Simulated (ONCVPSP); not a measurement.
## Which change was made? (Mo, ONCV)

- Element: molybdenum
- Generator: ONCVPSP 4.0.1
- Type: optimised norm-conserving Vanderbilt (ONCV)
- Functional: LDA (Perdew-Zunger)
- Relativity: non-relativistic
- Frozen core: [Ar] 3d10
- Valence charge: 14
- Reference configuration: 4s2 4p6 4d5 5s1
- Partial waves: 4s+5s: rc 2.10 bohr, ncon 3, nbas 7, qcut 4.7 1/bohr, 2 projectors; 4p: rc 1.55 bohr, ncon 3, nbas 8, qcut 7.1 1/bohr, 2 projectors, debl 1.5 Ha; 4d: rc 1.55 bohr, ncon 4, nbas 9, qcut 6.7 1/bohr, local
- Local potential: the d channel
- Core correction: none

Cutoffs, loose and tight: the cutoffs (Ha) at which the residual kinetic energy of the hardest occupied pseudo-wave falls to 1 and 0.1 mHa per electron. They do not see the model core or the augmentation charge, which bear on the density cutoff. Test errors are all-electron minus pseudo excitation energies from the reference, over the configurations 4s2 4p6 4d5 5s0; 4s2 4p6 4d4 5s0; 4s2 4p6 4d3 5s0; 4s2 4p6 4d4 5s1; variants that change the core or the reference have their own tests.

The base gives: outcome: generated; cutoff, loose: 19 Ha; cutoff, tight: 24 Ha; bound ghosts: none; GHOST(+) flags above zero: none; largest test error (meV): -1.1.

After one change the result is: outcome: generated; cutoff, loose: 19 Ha; cutoff, tight: 24 Ha; bound ghosts: none; GHOST(+) flags above zero: none; largest test error (meV): +8.7. Which change was it?
A. p: qcut 9.8
B. p: rc 1.96
C. functional LDA (Perdew-Wang 92)

B. The others give: functional LDA (Perdew-Wang 92) → outcome: generated; cutoff, loose: 19 Ha; cutoff, tight: 24 Ha; bound ghosts: none; GHOST(+) flags above zero: none; largest test error (meV): -8.2 | p: qcut 9.8 → outcome: generated; cutoff, loose: 28 Ha; cutoff, tight: 34 Ha; bound ghosts: none; GHOST(+) flags above zero: p; largest test error (meV): +4.6.
